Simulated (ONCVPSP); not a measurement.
Before and after: ONCV potential for fluorine

ONCVPSP 4.0.1 input, shortened (lines: element, Z, core and valence counts, functional; n l f; lmax; l rc ep ncon nbas qcut; lloc lpopt rc5 dvloc0; l nproj debl; icmod fcfact rcfact), PBE, scalar-relativistic:

```
  F 9.00    1    2        4      upf
    1    0    2.00
    2    0    2.00
    2    1    5.00
    1
    0    0.75    0.00    4    7   10.50
    1    1.15    0.00    4    7   12.90
    4    5    0.55    1.00
    0    2    3.30
    1    2    0.70
    3    4.50    1.65
```

All-electron outer shells of the reference configuration (PBE, scalar-relativistic, ld1.x):

```json
{"shell": "1s", "level (eV)": "-663.37", "outermost node (bohr)": "–", "outermost maximum (bohr)": "0.11"}
{"shell": "2s", "level (eV)": "-29.90", "outermost node (bohr)": "0.24", "outermost maximum (bohr)": "0.76"}
{"shell": "2p", "level (eV)": "-11.11", "outermost node (bohr)": "–", "outermost maximum (bohr)": "0.71"}
```

Change: p: rc 1.5.

Cutoffs: the cutoffs (Ha) at which the residual kinetic energy of the hardest occupied pseudo-wave falls to 1 and 0.1 mHa per electron; they do not see the model core or the augmentation charge, which bear on the density cutoff. Errors are all-electron minus pseudo energies relative to the spin-unpolarised reference configuration.

**Question.** How do hardness, ghosts and transferability respond?

**Answer.** The potential gets neither clearly harder nor softer (53 Ha and 166 Ha → 53 Ha and 166 Ha); the s channel sets the loose cutoff, while the largest relative change is in p, which becomes softer; of the 4 tests that both files solve, the error grows in 4 and shrinks in 0 by more than 15 % and 0.3 meV (median size 36.4 → 106.1 meV); neither file shows a bound ghost. More of the atom is replaced by a form fitted at one configuration, so other configurations suffer.

| quantity | base | changed |
| --- | --- | --- |
| cutoff, loose | 53 Ha | 53 Ha |
| cutoff, tight | 166 Ha | 166 Ha |
| loose cutoff by channel | s 53 Ha, p 53 Ha | s 53 Ha, p 41 Ha |
| bound ghosts | none | none |
| GHOST(+) flags under 300 eV | none | none |
| error for 2s2 2p4, meV [ΔE 19.39 eV] | +7.0 | +24 |
| error for 2s2 2p3, meV [ΔE 57.77 eV] | +66 | +189 |
| error for 2s2 2p2, meV [ΔE 118.41 eV] | +271 | +718 |
| error for 2s2 2p4.5, meV [ΔE 7.54 eV] | +0.7 | +3.6 |
| s: phases at 0.76 bohr within 0.05 rad from the reference energy up to (Ha; the scan ends near 5) | to the end of the scan | to the end of the scan |
| rms error of d²Exc/dni dnj with the model core, mHa | 1.08 | 1.52 |
